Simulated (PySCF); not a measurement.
**A small calculation by hand: oscillator strength and radiative lifetime**

HISTe, SMILES S[Te]I.

Geometry optimised at B3LYP-D3(BJ)/def2-SVP. The def2 effective core potentials stand for the cores of I, Te; spin–orbit coupling is left out. One conformer was computed; it need not be the lowest.

TDA-ωB97X/def2-SVPD (PySCF 2.14.0) puts the first singlet state with f over 0.02 at 4.37 eV (vertical), with the transition dipole (-0.486, -0.158, 0.364) in atomic units.

Question: Find the oscillator strength, the wavelength and the radiative lifetime that this transition would have in vacuum if emission retraced absorption.

Answer: 
|μ|² = 0.3937 au, so |μ| = 1.59 D. ΔE = 4.37/27.211 = 0.1606 hartree. f = (2/3) ΔE |μ|² = 0.042 (the program prints 0.042).
λ = 1239.84/4.37 = 284 nm; ν = 35246 cm⁻¹.
Einstein's coefficient A = 0.6670 ν² f s⁻¹ (ν in cm⁻¹) = 3.5e7 s⁻¹, so τ = 1/A = 29 ns. This state is S5; the lower singlets have f = 0.001, 0.001, 0.004, 0.001. The figure is the radiative limit of this one transition; relaxation, internal conversion, crossing to triplets and a medium change what is measured.
